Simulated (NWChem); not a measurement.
NaOH; SMILES [OH][Na]

```xyz
3

Na    -0.0662    -0.9541     0.0000
O      0.1328     0.9646     0.0000
H      0.2309     1.9106     0.0000
```
Atoms are numbered in this order, from 1.

All runs use the structure optimised with PBE0-D3(BJ)/def2-TZVP.

Give the principal values of the shielding tensors (ppm) of Na1, O2 from Hartree-Fock/6-311G** (spherical d), GIAO (NWChem), with their diamagnetic and paramagnetic parts as GIAO splits them.


| atom | σ11 | σ22 | σ33 | isotropic | diamagnetic | paramagnetic |
|---|---|---|---|---|---|---|
| Na1 | 558.9 | 558.9 | 630.4 | 582.7 | 628.2 | -45.5 |
| O2 | 400.0 | 400.0 | 415.4 | 405.2 | 390.2 | 15.0 |
